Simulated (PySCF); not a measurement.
trichloroethylene (C2HCl3), singlet, geometry from GFN2-xTB. Base run: PySCF with B3LYP/3-21G.

Input for PySCF:
```python
from pyscf import gto, scf, dft

mol = gto.M(
    atom='''
Cl    2.16430428    0.65063115   -0.02488394
C     0.96868077   -0.56892736   -0.03455329
C    -0.33236363   -0.29237070   -0.00141803
Cl   -0.96728152    1.29724732    0.05435331
Cl   -1.50022928   -1.55086072   -0.01269355
H     1.33660808   -1.58151327   -0.06936094
''',
    basis='3-21g',
    verbose=3,
)

mf = dft.RKS(mol)
mf.xc = 'b3lyp'
mf.kernel()
mf.analyze()
```

Variants of this job, named by their change:

```csv
change,E (Eh),HOMO (eV),HOMO-LUMO gap (eV),dipole (D)
base,-1450.31312,-7.23,6.45,1.15
functional = scan,-1450.34168,-6.65,5.13,1.17
"functional = lda,vwn",-1445.14795,-6.35,4.71,1.08
functional = hse06,-1449.79707,-7.15,6.11,1.17
functional = b3lyp; dispersion = d3zero,-1450.31695,-7.23,6.45,1.15
functional = blyp; dispersion = d3bjm,-1450.23645,-6.01,4.74,1.05
functional = lc_wpbe,-1449.81269,-10.29,11.81,1.31
functional = tpssh,-1450.32535,-6.88,5.77,1.14
functional = m06,-1450.21133,-7.53,6.78,1.17
functional = pbe0; dispersion = d3bj,-1449.74128,-7.55,6.89,1.18
functional = m062x,-1450.19532,-8.73,9.08,1.24
functional = bp86,-1450.38777,-6.35,4.76,1.07
functional = blyp; dispersion = d3zero,-1450.21966,-6.01,4.74,1.05
```

Total energies compare only within one method and basis.
